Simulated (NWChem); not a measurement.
BNH$_{2}$BrCl; SMILES NB(Cl)Br

```xyz
6

B      0.4289    -0.5675     0.0000
Cl    -0.7075    -1.9176     0.0000
Br    -0.2348     1.2413     0.0000
N      1.7953    -0.8003     0.0000
H      2.4748    -0.0511     0.0000
H      2.1825    -1.7354     0.0000
```
Atoms are numbered in this order, from 1.

Computed with NWChem. Pople sets run with spherical d functions. Geometry: optimised at PBE0/def2-SVP. GIAO values for the isolated, static molecule; σ is the absolute isotropic shielding, δ = σ(reference) − σ with the isolated reference molecule computed at the same levels (11B: boron trifluoride, 1H: tetramethylsilane, 15N: ammonia). Spin-orbit effects, on the heavy nuclei and on their neighbours, are missing.

For level B3LYP/6-31G*:

δ B1 (ppm): 27.4
σ Cl2 (ppm): 823.2
σ Br3 (ppm): 2475.4
δ N4 (ppm): 90.1
δ H5 (ppm): 3.38
δ H6 (ppm): 3.32

Problem. How do the values read with level PBE0/pcSseg-1 instead?

Solution. The δ B1 (ppm) is 26.2, the σ Cl2 (ppm) comes out as 804.0 and the σ Br3 (ppm) comes out as 2409.5. The δ N4 (ppm) is 111.9 and the δ H5 (ppm) is 3.95. The δ H6 (ppm) comes out as 3.91.
